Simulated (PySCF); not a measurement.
Coordinates in bohr (charge 0 multiplicity 3):
```
Pt    0.0000    0.0000   -0.1499
O     3.0666    0.0000    0.9696
O    -3.0666    0.0000    0.9696
```

These are results of PySCF, UPBE0, basis Pt def2-TZVP with ECP60, O def2-TZVP (scalar-relativistic core potentials, no spin–orbit coupling, density fitting), not measurements.

This geometry of PtO₂ is a stationary point at this level.

Task: What is the point group?

Result: C2v.

Task: Is it a minimum?

Result: Yes: all harmonic wavenumbers are real.

Task: Give the atomic charges and bond orders.

Result: 
```tsv
atom	Mulliken	Löwdin	polar tensor	spin (Mulliken)	Mayer order to Pt1
Pt1	0.81	0.62	1.00	1.01	–
O2,3	-0.40	-0.31	-0.50	0.49	1.71
```
Other Mayer orders above 0.3: O–O 0.45.

Task: Give the ideal-gas entropy at 298.15 K and 1 bar by parts.

Result: translation 176.5, rotation 89.5, vibration 12.9, spin 9.1; total 288.0 J/(mol K).

Only a few start shapes were tried, so a lower isomer may exist. Open d and f shells are described by one determinant, and the ground state may have another occupation or spin. At this level a singlet minimum of D∞h symmetry lies 104 kJ/mol below this structure. Spin–orbit coupling, left out here, can matter for elements this heavy.
